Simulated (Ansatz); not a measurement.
Abstraction of F: BF3 + InH2 → BF2 + InH2F

Species: BF3 (boron trifluoride) `FB(F)F`, singlet; InH2 `[InH2]`, doublet; BF2 `F[B]F`, doublet; InH2F `[F][InH2]`, singlet. A radical takes F: the energy is the difference in strength between the B–F bond broken and the In–F bond made.

Shapes, held fixed at every level: PBE0-D4/def2-TZVP. Programs: Ansatz 0.2.0. The zero-point and thermal change to 298 K, harmonic and unscaled (PBE0-D4/def2-TZVP), is -1.8 kJ/mol.

Estimate ΔH(298 K) of this reaction.

The highest level, CCSD(T)/def2-TZVPP, gives ΔH(298 K) = +219.8 kJ/mol; the levels span +205.6 to +245.0. The column of differences is taken from that level and isn't an error. No measured value is set beside it here. Open shells run unrestricted unless RO is named. For atoms past krypton def2 sets carry core potentials with scalar relativity. Correlated rows may include outer-core shells of In, which these sets cover unevenly.

| level | kind | ΔH(298 K) (kJ/mol) | less CCSD(T)/def2-TZVPP |
| --- | --- | --- | --- |
| HF/def2-SVP | Hartree–Fock | +243.2 | +23.4 |
| r2SCAN-D4/def2-TZVPP | meta-GGA | +205.6 | -14.2 |
| r2SCAN0-D4/def2-TZVPP | global hybrid | +217.0 | -2.8 |
| wB97X-V/def2-TZVPP | range-separated hybrid | +206.5 | -13.3 |
| MP2/def2-TZVPP | perturbation theory | +213.6 | -6.2 |
| CCSD/def2-SVP | coupled cluster or CI | +245.0 | +25.2 |
| CCSD(T)/def2-TZVPP | coupled cluster or CI | +219.8 | 0.0 |
